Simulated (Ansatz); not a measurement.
Program: Ansatz. Geometries: PBE0-D4/def2-TZVP. ΔE: electronic, gas phase. CBS: MP2 limit from def2 TZ/QZ plus the TZ coupled-cluster correction, frozen cores. This one scheme is used for every species. DFT in def2-TZVPP. B3LYP here is the variant with VWN-RPA as its local correlation; programs differ in this. HSE06 is defined as in plane-wave codes. For Se outer-core shells are correlated without core-valence functions, which leaves a few kJ/mol of doubt a bond. Scalar relativity is left out up to krypton. One conformer a species, not always the lowest.

Consider the ligand exchange at the Al–C bond: `[CH3][Al]([OH])[C](=N)Cl` + H₂Se → `[CH3][Al]([OH])[SeH]` + `N=CCl`.

```csv
level,ΔE (kJ/mol),difference from CCSD(T)/CBS
LDA (SPW92),-91.9,5.4
revPBE-D4,-87.8,9.5
BLYP-D4,-81.2,16.1
r2SCAN-D4,-93.9,3.4
B97M-V,-89.2,8.1
PBE0-D4,-98.7,-1.4
B3LYP-D4,-89.6,7.7
r2SCANh-D4,-96.7,0.6
r2SCAN0-D4,-100.6,-3.3
HSE06-D4,-98.8,-1.5
BHLYP-D4,-98.7,-1.4
ωB97X-V,-95.7,1.6
ωB97M-V,-94.1,3.2
B2PLYP,-94.5,2.8
PBE-QIDH,-103.9,-6.6
PBE,-92.4,4.9
revPBE,-92.7,4.6
BLYP,-85.4,11.9
r2SCAN,-94.8,2.5
PBE0,-100.7,-3.4
B3LYP,-92.7,4.6
r2SCANh,-97.6,-0.3
r2SCAN0,-101.6,-4.3
HSE06,-100.6,-3.3
BHLYP,-100.6,-3.3
CAM-B3LYP,-94.1,3.2
LC-ωPBE,-102.8,-5.5
RPA@PBE/def2-TZVPP,-87.6,9.7
HF/def2-SVP,-101.5,-4.2
MP2/def2-SVP,-96.3,1.0
CCSD/def2-SVP,-93.0,4.3
CCSD(T)/def2-SVP,-90.2,7.1
HF/def2-TZVPP,-108.6,-11.3
MP2/def2-TZVPP,-99.7,-2.4
CCSD/def2-TZVPP,-97.8,-0.5
HF/def2-QZVPP,-108.4,-11.1
MP2/def2-QZVPP,-101.2,-3.9
HF/CBS(def2),-108.4,-11.1
MP2/CBS(def2),-102.4,-5.1
CCSD/CBS(def2),-100.5,-3.2
CCSD(T)/CBS,-97.3,0
```

Largest T1 diagnostic among the species: 0.013.

Leaving LDA and LC-ωPBE aside and taking each functional with its dispersion term where it has one, the values spread over 22.6 kJ/mol, from PBE-QIDH to BLYP-D4. In def2-TZVPP, CCSD(T) changes the Hartree–Fock value by +14.1 kJ/mol (the triples alone add +3.3 kJ/mol) and MP2 by +8.9 kJ/mol. From r2SCAN to r2SCAN0 (25 % exact exchange), in def2-TZVPP and without D4, ΔE moves by −6.8 kJ/mol.
